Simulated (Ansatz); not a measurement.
C2H9NO3Sn (SMILES CC[O][Sn]([NH2])([OH])[OH]), singlet, at a GFN2-xTB geometry (such geometries of metal compounds can be far from the true shape) (all electrons, no relativity); CASSCF(6,6)/STO-3G (Ansatz, a first-principles code).

Ansatz was given this input:
Ansatz 0.2 input:
```yaml
crystal:
  periodic: [false, false, false]
  atoms:
    - {symbol: C, position_ang: [-3.46512389, 1.09111543, 0.52068275]}
    - {symbol: C, position_ang: [-2.36192364, 0.04554061, 0.47937386]}
    - {symbol: O, position_ang: [-1.14808172, 0.72165949, 0.23497582]}
    - {symbol: Sn, position_ang: [0.58164054, -0.10567280, -0.08660300]}
    - {symbol: N, position_ang: [1.84457739, 1.41292014, -0.35725135]}
    - {symbol: O, position_ang: [1.10520902, -1.31379236, 1.31693006]}
    - {symbol: O, position_ang: [0.47478544, -1.27450492, -1.62143162]}
    - {symbol: H, position_ang: [-4.42010956, 0.61011959, 0.71348015]}
    - {symbol: H, position_ang: [-3.51067738, 1.61760860, -0.42854199]}
    - {symbol: H, position_ang: [-3.25851249, 1.81174227, 1.30679494]}
    - {symbol: H, position_ang: [-2.31650794, -0.48692900, 1.43529632]}
    - {symbol: H, position_ang: [-2.56927599, -0.68274104, -0.31319057]}
    - {symbol: H, position_ang: [2.57795349, 1.39445951, 0.34435240]}
    - {symbol: H, position_ang: [1.35606571, 2.29568917, -0.23503588]}
    - {symbol: H, position_ang: [1.15492091, -2.22764945, 1.03050221]}
    - {symbol: H, position_ang: [0.49905812, -0.82593443, -2.46688201]}
basis:
  gaussian:
    orbitals: STO-3G
hamiltonian:
  xc: hf
magnetization: {spin_polarized: false}
correlation: {active_space: {window: {electrons: 6, orbitals: 6}}}
```

Task: Write the output that Ansatz gives for this input, abridged.

Result: 
```
Functional definition: HF
927 factors; integrals over basis functions are off by at most 3.5e-5 eV
mean field evaluation 1: about -171934.8539 eV, gradient 3.5e1 eV
mean field evaluation 2: about -171935.1002 eV, gradient 3.5e1 eV
mean field evaluation 4: about -171939.5291 eV, gradient 1.7e0 eV
mean field evaluation 8: about -171939.5404 eV, gradient 9.9e-5 eV
mean field -171939.54044060 eV, -6318.6615663857 hartree, gradient 9.9e-6 eV, S^2 0.000000; 0 other end points of the search recorded, 0 dependent functions left out
reference -171939.54044060 eV, -6318.6615663857 hartree; 51, 51 occupied and 15, 15 virtual orbitals, 927 factors
state -171941.04965813 eV, -6318.7170291068 hartree
2 active orbitals were swapped for others, from the solution at -171940.68824429 eV, -6318.7037473934 hartree to that at -171941.04965813 eV, -6318.7170291068 hartree; typed "places" are swapped only where nearly empty or full, and so, without "given_window_search", are "orbital_numbers", "shells" and a window whose orbitals a file names under [Active]
Total energy: -171941.04965813 eV, -6318.7170291068 hartree
```
